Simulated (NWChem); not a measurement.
## NWChem input wanted

Si2H6SO has 10 atoms, charge 0, and is taken as a singlet. The two molecules were placed rigidly side by side, at 0.85 times their contact distance; the pair isn't optimised.

```xyz
10

Si    0.0000    0.0000   -0.0001
H     0.9676   -0.6884    0.8909
H    -1.3310    0.0449    0.6560
H    -0.1051   -0.7403   -1.2826
H     0.4685    1.3838   -0.2642
O    -0.7780    0.2809   -3.4997
Si   -0.5123   -1.2476   -4.0502
S     1.5798   -1.6280   -3.5885
H    -0.0974    0.8126   -3.0796
H     1.9039   -0.4561   -3.0112
```

Settings wanted:

```yaml
task: energy
method: CCSD(T)
basis_set: 6-31G*
reference: RHF
frozen_core_orbitals: 16
SCF_convergence_threshold: 1e-08
iteration_cap: 80
coupled_cluster_iteration_cap: 60
module: ccsd(t)
d_and_f_functions: spherical
```

Give an NWChem 7.3.0 job that does this.

One that was run (others would do as well):

run.nw:
```
echo
start run
memory total 2200 mb
charge 0

geometry units angstrom noautosym nocenter noautoz
  Si    0.000000    0.000000   -0.000100
  H     0.967600   -0.688400    0.890900
  H    -1.331000    0.044900    0.656000
  H    -0.105100   -0.740300   -1.282600
  H     0.468500    1.383800   -0.264200
  O    -0.777980    0.280920   -3.499700
  Si   -0.512290   -1.247600   -4.050200
  S     1.579850   -1.627990   -3.588500
  H    -0.097400    0.812610   -3.079630
  H     1.903920   -0.456120   -3.011220
end

basis spherical bse
  Si library 6-31G*
  H library 6-31G*
  O library 6-31G*
  S library 6-31G*
end

scf
  singlet
  rhf
  thresh 1e-08
  maxiter 80
  print low
end

ccsd
  freeze core 16
  maxiter 60
end

task ccsd(t) energy
```

```bash
$ nwchem run.nw > run.out
```

Calculated total energy: -1054.22503 Eh.
